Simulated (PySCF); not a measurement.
CH7AlGe. Atoms are numbered in the order given.

```xyz
10

Al    -1.2585     0.2974    -0.4366
Ge     0.8533    -0.6414     0.4850
H      1.2533    -1.9798    -0.2064
H      2.0835     0.3033     0.3509
H      0.7296    -0.9825     2.0010
H     -2.5836    -0.6093    -0.3698
C     -1.3645     2.0917    -1.2345
H     -2.1158     2.7096    -0.6952
H     -1.7226     2.0251    -2.2854
H     -0.4029     2.6424    -1.2340
```

Geometry: PBE-D3(BJ)/def2-SVP. The structure was generated by enumeration; whether it is a known compound was not checked.

Calculation: IEF-PCM-B3LYP/def2-SVP (PySCF 2.14.0).

The values are the electrostatic part of the solvation free energy, E(continuum) − E(gas) at the gas-phase geometry, in a cavity of scaled van der Waals radii (PySCF's table); cavitation and dispersion terms are not included. A continuum can't describe solvent molecules that bind to the metal. In vacuum the orbital gap is 5.26 eV. The dipole moment in vacuum is 1.34 D.

Problem. Estimate the values in water (ε = 78.36), chlorobenzene (ε = 5.70), tetrahydrofuran (ε = 7.43). (The exact figures need the calculation; the answer reports its results.)

Solution. 
```tsv
solvent	ε	ΔG(elec) (kcal/mol)	dipole (D)	gap (eV)
water	78.36	-4.1	1.81	5.63
chlorobenzene	5.70	-3.0	1.69	5.53
tetrahydrofuran	7.43	-3.3	1.72	5.55
```
